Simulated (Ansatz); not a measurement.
C2H4InNO, SMILES `C[O][InH][C]#N`, 9 atoms. Charge 0, multiplicity 1. Correlated methods include outer-core shells of In, which these sets cover unevenly. In: def2 effective core potential. All runs use 4 threads of an Arm Neoverse V2 on a shared host. Correlated methods freeze the cores.

How many basis functions does each run have, and how long does it take in Ansatz? RKS SPW92 (LDA)/def2-TZVPP energy; RHF-MP2/def2-QZVPP energy; RKS ωB97M-V/def2-QZVPP energy; RKS HSE06 (plane-wave form)-D4/def2-TZVPP energy; RHF-CCSD(T)/def2-TZVPP energy; RKS PBE0-D4/def2-TZVP relaxation (8 steps); RKS r2SCAN-D4/def2-TZVPP energy and forces; RKS PBE-D4/def2-TZVPP energy and forces; direct RPA on PBE orbitals/def2-TZVPP energy; RHF-CCSD(T)/def2-SVP energy; RKS PBE0-D4/def2-TZVP frequencies; RKS PBE0-D4/def2-SVP energy. (Estimate.)

Computed: Other jobs shared the machine, so times are rough.

```csv
level,job,functions,wall time,peak host memory (GiB)
RKS SPW92 (LDA)/def2-TZVPP,energy,230,0.95 s,0.27
RKS PBE0-D4/def2-SVP,energy,102,1.2 s,0.21
RKS PBE-D4/def2-TZVPP,energy and forces,230,1.9 s,0.27
RKS HSE06 (plane-wave form)-D4/def2-TZVPP,energy,230,2.3 s,0.57
RKS r2SCAN-D4/def2-TZVPP,energy and forces,230,3.5 s,0.31
RHF-CCSD(T)/def2-SVP,energy,102,4.9 s,0.52
direct RPA on PBE orbitals/def2-TZVPP,energy,230,8 s,0.59
RHF-MP2/def2-QZVPP,energy,430,13 s,2.2
RKS ωB97M-V/def2-QZVPP,energy,430,17 s,1.6
RKS PBE0-D4/def2-TZVP,relaxation (8 steps),198,23 s,0.5
RHF-CCSD(T)/def2-TZVPP,energy,230,2.1 min,4.5
RKS PBE0-D4/def2-TZVP,frequencies,198,2.2 min,0.49
```
